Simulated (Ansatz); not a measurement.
Ansatz results at the PBE0-D4/def2-TZVP geometry: size of the dipole moment (ωB97M-V/def2-TZVPP) 1.68 D; HOMO energy (PBE0/def2-TZVPP) -7.24 eV; LUMO energy (B3LYP/def2-TZVPP) -2.00 eV.

Each molecule was computed in one conformer, which needn't be the lowest.

(1) Which molecule gave them?
A. `[NH2][AlH][CH2][GeH3]`
B. `C[N]1[AlH][CH]1[SiH3]`
C. `[CH3][AlH][SiH2]S`
D. `O[SiH2]B(F)F`

## Answers

(1) C. The others give `O[SiH2]B(F)F`: 1.01, -8.53, -1.32; `C[N]1[AlH][CH]1[SiH3]`: 2.12, -6.03, -1.18; `[NH2][AlH][CH2][GeH3]`: 0.83, -7.45, -0.60.

B3LYP here is the variant with VWN-RPA as its local correlation; programs differ in this.
